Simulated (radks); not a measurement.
Results of a calculation; reference values are marked as such.
Spherical jellium clusters: N electrons in a uniform positive sphere of charge N and radius rs N^(1/3), rs = 2.02 bohr. Level of theory: non-relativistic Kohn-Sham, LDA (Slater exchange, Perdew-Wang correlation), spin-polarised, spherical densities (a radial shooting solver with Libxc functionals). Levels are named by radial order and angular momentum (1s, 1p, 1d, 2s, ...), and open shells are averaged over m.

N = 22, configuration 1s2 1p6 1d10 2s2 1f(up 2, down 0). This is the lowest configuration that the search found. Occupied and some empty levels:

level,occupation,eigenvalue (eV),<r> (bohr)
1s up,1,-12.559,3.420
1s down,1,-12.428,3.378
1p up,3,-9.5511,4.214
1p down,3,-9.3459,4.186
1d up,5,-6.0540,4.877
1d down,5,-5.8039,4.865
2s up,1,-5.1087,4.550
2s down,1,-4.9384,4.565
1f up,2,-2.3342,5.671
1f down,0,-2.0718,5.696
2p up,0,-1.8722,6.505
2p down,0,-1.7164,6.590

Energy (eV): total -3.34618, kinetic 126.65, external -2673.5, Hartree 1285.6, exchange-correlation -138.26, background 1396.1.
